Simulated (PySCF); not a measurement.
**State search for SnO**

Unrestricted PBE0; PySCF, scalar-relativistic core potentials, basis sets Sn def2-TZVPP with ECP28, O def2-TZVPP. Outer shells of the fragments: Sn 4d10 5s2 5p2; O 2s2 2p4.

Followed along the bond (rough minima from three points):

| 2Ms+1 | unpaired | ⟨S²⟩ at the start | R at minimum (Å) | Te (eV) |
| --- | --- | --- | --- | --- |
| 1 | none | 0.00 | 1.82 | 0.00 |
| 3 | π ↑↑ | 2.01 | none in the scan | ≤ 2.29 |
| 5 | σ ↑, π ↑↑↑ | 6.01 | none in the scan | ≤ 5.35 |

Solutions found at the starting distance of 1.950 Å, counted from the lowest of them; the search is not exhaustive and high or unbound solutions are not listed, so other states can lie among these:

```json
{"2Ms+1": "1", "unpaired": "none", "term": "¹Σ⁺", "E (eV)": "0.00", "⟨S²⟩": "0.00", "⟨Lz²⟩": "0.00", "μ (D)": "-4.86"}
{"2Ms+1": "3", "unpaired": "π ↑↑", "term": "mixed", "E (eV)": "2.06", "⟨S²⟩": "2.01", "⟨Lz²⟩": "2.01", "μ (D)": "-1.80"}
{"2Ms+1": "3", "unpaired": "π ↑↑", "term": "mixed", "E (eV)": "2.30", "⟨S²⟩": "2.01", "⟨Lz²⟩": "2.01", "μ (D)": "-1.84"}
{"2Ms+1": "1", "unpaired": "π ↑↓", "term": "mixed", "E (eV)": "2.36", "⟨S²⟩": "1.01", "⟨Lz²⟩": "2.02", "μ (D)": "-1.87"}
{"2Ms+1": "3", "unpaired": "σ ↑, π ↑", "term": "³Π", "E (eV)": "2.53", "⟨S²⟩": "2.01", "⟨Lz²⟩": "1.01", "μ (D)": "-3.31"}
{"2Ms+1": "3", "unpaired": "σ ↑, π ↑", "term": "³Π", "E (eV)": "4.82", "⟨S²⟩": "2.01", "⟨Lz²⟩": "1.02", "μ (D)": "-1.10"}
```

A term symbol is given only where ⟨S²⟩ and ⟨Lz²⟩ are close to those of a pure state; real π, δ and φ orbitals otherwise mix terms. A positive dipole means Sn(−)O(+).

Spin–orbit coupling is left out. Counting both spins, an empty level lies below a filled one in some of these solutions, because spin and occupation are held.
